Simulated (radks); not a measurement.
Spin polarisation of the 3s1 shell in Si3+. Start: [Ne] 3s(up 0.5, down 0.5); electrons of 3s are moved from spin down to spin up, other shells keep equal spins. Calculated with a radial shooting solver on a logarithmic mesh with Libxc functionals: scalar-relativistic Kohn-Sham, PBEsol, spin-polarised, spherical densities, point nucleus.

[
 {"moment (Bohr magnetons)": "0", "E - E(0) (eV)": "0.000", "e(3s up) (eV)": "-39.358", "e(3s down) (eV)": "-39.358", "2p down minus up (eV)": "0.000", "2s down minus up (eV)": "0.000", "1s down minus up (eV)": "0.000"},
 {"moment (Bohr magnetons)": "0.25", "E - E(0) (eV)": "-0.039", "e(3s up) (eV)": "-39.654", "e(3s down) (eV)": "-39.029", "2p down minus up (eV)": "0.073", "2s down minus up (eV)": "0.071", "1s down minus up (eV)": "0.047"},
 {"moment (Bohr magnetons)": "0.5", "E - E(0) (eV)": "-0.156", "e(3s up) (eV)": "-39.919", "e(3s down) (eV)": "-38.675", "2p down minus up (eV)": "0.148", "2s down minus up (eV)": "0.144", "1s down minus up (eV)": "0.095"},
 {"moment (Bohr magnetons)": "0.75", "E - E(0) (eV)": "-0.348", "e(3s up) (eV)": "-40.151", "e(3s down) (eV)": "-38.339", "2p down minus up (eV)": "0.226", "2s down minus up (eV)": "0.220", "1s down minus up (eV)": "0.142"}
]

At moment 0.75 the spin-polarisation energy is -0.348 eV and the 3s exchange splitting 1.813 eV, that is 2.417 eV per Bohr magneton; E = -I m^2/4 would give I = 2.476 eV.
